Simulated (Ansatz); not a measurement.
Mulliken charges of CCl₂NOSi, SMILES `O=C=N[Si](Cl)Cl` radical from B3LYP/def2-TZVPP in Ansatz (PBE0-D4/def2-TZVP geometry).

| atom | x (Å) | y (Å) | z (Å) | charge (e) |
| --- | --- | --- | --- | --- |
| O1 | -2.779 | -0.030 | -0.710 | -0.179 |
| C2 | -1.654 | 0.013 | -0.431 | 0.263 |
| N3 | -0.492 | 0.103 | -0.148 | -0.202 |
| Si4 | 1.025 | -0.502 | 0.308 | 0.491 |
| Cl5 | 2.378 | -0.013 | -1.141 | -0.186 |
| Cl6 | 1.564 | 0.366 | 2.076 | -0.186 |

**Question.** By hand: the dipole of these point charges (1 e Å = 4.8032 D).

**Answer.** Σ q r = (-0.068, -0.324, 0.021) e Å, of length 0.332 e Å = 1.59 D.

**Question.** How does the dipole of the full density compare? (Estimate.)

**Answer.** Computed: (0.083, -0.138, 0.037) e Å, 0.79 D; the point charges give 2.01 times that, at 43° from its direction.

Point charges leave out the atoms' own dipoles, such as those of lone pairs, and Mulliken's split depends on the basis, so the two needn't agree.

B3LYP here is the variant with VWN-RPA as its local correlation; programs differ in this.
